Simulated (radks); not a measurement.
Results of a calculation; reference values are marked as such.
Fractional charge and spin in the 5p shell of ytterbium: the spin-up occupation runs from 2 to 3 and the spin-down occupation from 2 to 3; the fullest corner is Yb2+, [Kr] 4d10 4f14 5s2 5p(up 3, down 3). Level of theory: scalar-relativistic Kohn-Sham, r2SCAN, spin-polarised, spherical densities, finite nucleus; meta-GGA in the generalised Kohn-Sham scheme; Fermi nuclear charge, rms radius of each element as measured or else 0.836 A^(1/3) + 0.57 fm (a radial shooting solver on a logarithmic mesh with Libxc functionals). Energy (eV) minus the two flat planes that join the four corners (they meet along the diagonal where the two added fractions sum to one electron); zero is where a piecewise linear energy would lie.

down \ up       2    2.25     2.5    2.75       3
2           0.000  -1.312  -1.746  -1.307   0.000
2.25       -1.312  -1.649  -1.120   0.269  -1.235
2.5        -1.746  -1.120   0.359  -1.062  -1.641
2.75       -1.307   0.269  -1.062  -1.558  -1.227
3           0.000  -1.235  -1.641  -1.227   0.000

Corners above the fullest one (they belong to Yb3+ and the next ion): (up 3, down 2) 49.486 eV, (up 2, down 3) 49.486 eV, (up 2, down 2) 113.97 eV. With half an added electron in each spin the energy lies 0.359 eV from the planes, and with half an added electron in spin up alone -1.746 eV. The planes are only a guide here: the flat-plane condition holds for ground states with one frontier orbital, while this shell lies below other occupied shells, so the corners above the fullest one are inner-hole states and not the ground states of those ions.
